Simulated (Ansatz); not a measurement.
Ideal-gas functions of ClFH₂NOV, SMILES `[NH2][V](=[O])([F])[Cl]` at 400 K and 1 bar, from an Ansatz frequency run at PBE0-D4/def2-TZVP.

Molar mass 137.42 g/mol, point group C1 (symmetry number 1), electronic degeneracy 1, moments of inertia 134.444, 224.906, 245.207 u Å². Harmonic wavenumbers (cm⁻¹, unscaled): 168, 184, 222, 255, 291, 432, 473, 512, 642, 753, 805, 1162, 1522, 3556, 3679.

Use S(trans) = R[1.5 ln M + 2.5 ln T − 1.1517]; rotational temperatures θ = 24.2544 K / I; S(rot) = R[ln(√π/σ · √(T³/θAθBθC)) + 1.5]; for each mode x = 1.438777 ν̃/T, S = R[x/(eˣ − 1) − ln(1 − e⁻ˣ)] and H = RT x/(eˣ − 1); 1 cm⁻¹ = 0.0119627 kJ/mol; R = 8.31446 J/(mol·K).

Question: By hand: the entropy, in J/(mol·K).

Answer: Translation 176.4. Rotation: θ = 0.1804, 0.1078, 0.0989 K, giving 118.0. Vibration, mode by mode: 12.63, 11.90, 10.40, 9.32, 8.30, 5.44, 4.83, 4.32, 2.99, 2.18, 1.88, 0.67, 0.23, 0.00, 0.00, in all 75.1. Electronic 0.0. Sum 369.5 J/(mol·K).

Question: By hand: H − E and G − E in kJ/mol, counted from the electronic energy.

Answer: Zero-point energy ½ × 14656 × 0.0119627 = 87.7; thermal vibration 17.0; translation, rotation and pV give 4 RT = 13.3. H − E = 118.0 kJ/mol, and G − E = 118.0 − 400 × 369.5/1000 = -29.8 kJ/mol.

Vibration gives 20 % of the entropy. The sum counts one conformer and one mirror image; others add a mixing term.
